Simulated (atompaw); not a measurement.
Ranking PAW (atompaw) potentials for aluminium (Al)

All share these settings but for the change named:

aluminium, PAW, made with atompaw 4.2.0.5 (PBE, non-relativistic). Core [Ne], reference 3s2 3p1. Waves: 3s (bound): rc 2.35 bohr; 3s channel at 0.05 Ry: rc 2.35 bohr; 3p (bound): rc 2.35 bohr; 3p channel at 0.4 Ry: rc 2.35 bohr; 3d channel at 0.15 Ry: rc 2.10 bohr; 3d channel at 0.55 Ry: rc 2.35 bohr. Local part: bessel scheme, radius 1.90 bohr. Core correction: smooth core density matched at 2.35 bohr. Augmentation charge: besselshape compensation charge, radius 2.15 bohr; PAW radius 2.35 bohr; waves and projectors: custom rrkj gramschmidtortho.

Cutoff: the first of the cutoffs (Ry, on a coarse ladder) from which the occupation-weighted sum of valence levels, in a spherical-Bessel basis at the reference potential, stays within 10 and 1 mRy of its value at 400 Ry; the density cutoff is not measured.

The base gives 6 Ry.

Of 7 variants that were run, those that failed, showed a ghost or another fault, or gave nearly equal values are left out.

A variant can come out equal or close to the base.

Task: Rank these variants from softest to hardest (loose cutoff).
A. all radii scaled by about 1.12 (s 2.62, p 2.62, d 2.36 bohr); local potential bessel scheme, radius 2.12 bohr; augmentation besselshape compensation charge, radius 2.40 bohr; PAW radius 2.62 bohr; waves and projectors: custom rrkj gramschmidtortho; core correction smooth core density matched at 2.62 bohr
B. all radii scaled by about 0.83 (s 1.94, p 1.94, d 1.74 bohr); local potential bessel scheme, radius 1.56 bohr; augmentation besselshape compensation charge, radius 1.78 bohr; PAW radius 1.94 bohr; waves and projectors: custom rrkj gramschmidtortho; core correction smooth core density matched at 1.94 bohr
C. all radii scaled by about 0.74 (s 1.74, p 1.74, d 1.56 bohr); local potential bessel scheme, radius 1.40 bohr; augmentation besselshape compensation charge, radius 1.58 bohr; PAW radius 1.74 bohr; waves and projectors: custom rrkj gramschmidtortho; core correction smooth core density matched at 1.74 bohr

Result: A (6 Ry), B (8 Ry), C (10 Ry).
